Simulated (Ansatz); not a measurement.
Relaxation of BCl$_{2}$H$_{3}$O (7 atoms, charge 0, multiplicity 1), to a largest force component of 0.03 eV/Å in at most 50 steps.

All numbers below come from RKS PBE-D4/def2-SVP (Ansatz).

```xyz
7
Properties=species:S:1:pos:R:3
B 0.002 0.308 0.057
Cl -0.091 0.615 1.856
H 1.088 0.280 -0.466
Cl -1.473 0.386 -0.896
O -0.015 -2.253 0.498
H -0.924 -2.383 0.162
H -0.169 -1.916 1.417
```

Question: Where does it end, and by what steps?

Answer: It converged. After 7 steps the energy has fallen by 0.443 eV; O5 moved furthest, 0.49 Å. Joined: B1–O5 (2.60 → 1.68 Å).

```
step  energy less start (eV)  largest force component (eV/Å)  accepted
   0                  0.0000                           0.911       yes
   1                 -0.0982                           1.003       yes
   2                 -0.2641                           1.144       yes
   3                 -0.3195                           1.819       yes
   4                 -0.3560                           1.567       yes
   5                 -0.4361                           0.229       yes
   6                 -0.4420                           0.096       yes
   7                 -0.4430                           0.022       yes
```

```xyz
7
Properties=species:S:1:pos:R:3
B 0.014 -0.118 0.159
Cl -0.079 0.534 1.876
H 1.051 0.110 -0.419
Cl -1.508 0.126 -0.843
O -0.020 -1.772 0.426
H -0.888 -2.025 0.025
H -0.154 -1.817 1.404
```

Whether the end is a true minimum wasn't checked by a vibrational analysis.

Run time: 18 s on 1 thread of Arm Neoverse V2, with other jobs on the host, peak memory 0.14 GiB.
